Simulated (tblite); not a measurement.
C₄H₁₂Ge₂.
Geometry (GFN2-xTB, Å), atoms numbered from 1 in this order:
```xyz
18
C4H12Ge2 angstrom
C     -1.406    2.258    0.307
C     -1.242    1.138   -0.377
Ge    -0.510   -0.515    0.369
C     -1.699   -2.048   -0.024
C      1.293   -0.856   -0.391
Ge     2.558    0.595   -0.024
H     -1.803    3.160   -0.135
H     -1.147    2.316    1.353
H     -1.513    1.119   -1.427
H     -0.384   -0.334    1.869
H     -1.867   -2.135   -1.095
H     -1.268   -2.982    0.327
H     -2.663   -1.917    0.458
H      1.684   -1.788    0.017
H      1.204   -0.993   -1.469
H      3.907    0.295   -0.608
H      2.747    0.801    1.444
H      2.100    1.893   -0.604
```

Method: GFN2-xTB as coded in tblite; computed harmonic values from a numerical Hessian at the method's own geometry, unscaled. The method is semi-empirical: single wavenumbers can be off by several per cent or more. Modes of hydrogen on germanium can be 10 to 20 % off. One conformer, not necessarily the lowest.

Harmonic wavenumbers (cm⁻¹): 27.0, 36.1, 85.8, 98.1, 119.2, 134.6, 140.4, 150.5, 285.0, 442.0, 444.4, 490.2, 538.6, 570.3, 578.3, 618.7, 642.4, 653.1, 718.2, 771.6, 790.2, 806.6, 862.0, 864.0, 913.1, 988.2, 994.5, 1025.6, 1081.0, 1253.6, 1324.5, 1403.9, 1419.6, 1461.7, 1466.1, 1660.2, 1902.3, 1966.5, 2052.9, 2078.1, 2949.7, 2958.9, 3006.7, 3010.7, 3018.5, 3026.3, 3060.8, 3086.3.

A = 2296, B = 787.8, C = 622.2 MHz; mass 207.936 u (most abundant isotopes); point group C1, symmetry number 1.

Task: What is the zero-point energy?

Result: ½Σν̃ = 28988 cm⁻¹ = 82.88 kcal/mol.

Task: Entropy at 500 K, 1 bar (ideal gas, RRHO, classical rotation)?

Result: Translation 44.49, rotation 31.58, vibration 60.33: S = 136.4 cal/(mol K).

Task: And Cp and H(500 K) − H(0)?

Result: Cp = 58.19 cal/(mol K), of which vibrations give 50.24 (their classical limit is 48 R = 95.4); H(500 K) − H(0) = 18.12 kcal/mol without the zero-point energy, 14.15 from vibrations.

Task: How do the functions run with temperature in this model?

Result: 
| T (K) | S (cal/(mol K)) | Cp (cal/(mol K)) | H − H(0) (kcal/mol) | G − H(0) (kcal/mol) | ln q(vib) |
| --- | --- | --- | --- | --- | --- |
| 50 | 64.2 | 16.5 | 0.59 | -2.62 | 1.29 |
| 100 | 77.7 | 22.2 | 1.58 | -6.19 | 3.30 |
| 298.15 | 110.6 | 42.0 | 7.90 | -25.07 | 10.10 |
| 373.15 | 120.8 | 48.8 | 11.31 | -33.75 | 12.40 |
| 750 | 162.7 | 71.2 | 34.42 | -87.57 | 22.85 |
| 1000 | 184.4 | 79.9 | 53.37 | -131.03 | 28.88 |

q(vib) and H(0) count from the zero-point level.

Task: Which modes carry the vibrational entropy at 500 K?

Result: 27.0 cm⁻¹: 7.06; 36.1 cm⁻¹: 6.49; 85.8 cm⁻¹: 4.77; 98.1 cm⁻¹: 4.51; 119.2 cm⁻¹: 4.12; 134.6 cm⁻¹: 3.88 cal/(mol K); the other 42 give 29.49 together.

Task: What must be added to the electronic energy to get the Gibbs energy at 500 K and 1 bar?

Result: ZPE + [H(500 K) − H(0)] − T·S = 82.88 + 18.12 − 68.20 = 32.80 kcal/mol.

Hindered rotation and anharmonicity are outside this model. Other conformers, if any are populated, would add a mixing term that is left out. The structure is chiral; the term R ln 2 for an equal mix with its mirror image is left out.

The run took 0.66 s of wall time on an Arm Neoverse V1 with one thread, on a shared host. The figure is for the frequency step alone.
